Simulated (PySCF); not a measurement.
Geometries of 2 isomers of C5H5F3O, from PBE0-D3(BJ)/def2-SVP geometry optimisation, gas phase in PySCF. One conformer each, no zero-point energy, no frequencies.

Task: Which is lower in electronic energy at this level?
A.
```xyz
14
angstrom
C      3.250    0.018   -0.163
C      2.038    0.379    0.247
O      0.928   -0.331   -0.084
C     -0.262    0.086    0.372
C     -1.396   -0.558    0.088
F     -1.432   -1.655   -0.665
C     -2.744   -0.122    0.561
F     -3.486    0.337   -0.473
F     -2.621    0.874    1.463
H      4.117    0.613    0.122
H      3.393   -0.868   -0.785
H      1.855    1.263    0.870
H     -0.294    0.980    1.001
H     -3.299   -0.959    1.023
```
B.
```xyz
14
angstrom
O      2.847    0.340   -0.588
C      1.691    0.180   -0.342
C      0.514   -0.402   -1.122
C     -0.255   -0.464    0.218
C     -1.646    0.104    0.223
F     -1.669    1.356   -0.253
F     -2.150    0.139    1.459
F     -2.470   -0.625   -0.534
C      0.839    0.382    0.909
H      0.098    0.338   -1.825
H      0.695   -1.342   -1.661
H     -0.316   -1.484    0.621
H      1.257    0.020    1.858
H      0.553    1.441    1.025
```

Result: B. That is `O=C1CC(C(F)(F)F)C1`, 47.6 kcal/mol below the other.

```csv
SMILES,atoms numbered as above,E (Eh),relative (kcal/mol),relative (kJ/mol),dipole (D)
O=C1CC(C(F)(F)F)C1,[O:1]=[C:2]1[CH2:3][CH:4]([C:5]([F:6])([F:7])[F:8])[CH2:9]1,-567.28491,0.0,0.0,1.25
C=CO/C=C(\F)C(F)F,[CH2:1]=[CH:2][O:3]/[CH:4]=[C:5](\[F:6])[CH:7]([F:8])[F:9],-567.20913,47.6,199.0,2.11
```

As drawn, the lower has a four-membered ring and a C=O bond, which the higher lacks; the higher has a C=C bond outside aromatic rings, which the lower lacks.
